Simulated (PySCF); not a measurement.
## MoH under electron impact: the energy ladder

PBE0 in PySCF with def2-TZVPPD on every atom (core potentials on Mo), for the lowest determinant that a PBE0 search found; no spin–orbit coupling.

| species | state (unpaired electrons) | Re (Å) | ωe (cm⁻¹) | energy of the minimum from the neutral (eV) | De (eV) | dissociates to |
| --- | --- | --- | --- | --- | --- | --- |
| MoH | sextet (σ ↑, π ↑↑, δ ↑↑) | 1.715 | 1774 | 0.00 | 2.38 | Mo (4d5 5s1) + H |
| MoH⁺ | quintet (π ↑↑, δ ↑↑) | 1.666 | 1952 | 7.73 | 1.90 | Mo⁺ (4d5) + H |

**Question.** Work out the lowest energy to break MoH into atoms, from its vibrational ground state.

**Answer.** D0 = De − ωe/2 = 2.38 − 0.11 = 2.27 eV (PBE0/def2-TZVPPD).

**Question.** Work out the ionisation energy of the Mo atom at this level and the threshold of dissociative ionisation.

**Answer.** IE(Mo) = 7.73 + 1.90 − 2.38 = 7.25 eV, so Mo⁺ (4d5) + H + e⁻ appears at D0 + IE(Mo) = 9.52 eV (PBE0/def2-TZVPPD). The measured IE(Mo) is 7.092 eV (NIST ASD).

These are thermodynamic thresholds; the onsets seen under electron impact lie higher where the geometry changes, and cross-sections peak well above them.

The metal atom is held in its measured ground configuration; semilocal functionals can put another filling of s and d lower by some tenths of an eV, and De to that atom would be smaller. These are scalar-relativistic numbers at best; spin–orbit coupling would shift them, the dissociation energy most. For an ion De counts to the pair picked by the measured ionisation energies or electron affinities, which need not be the lowest pair at this level. The state is the lowest single determinant that the PBE0 search found; with open d or f shells the true ground state can be another one.
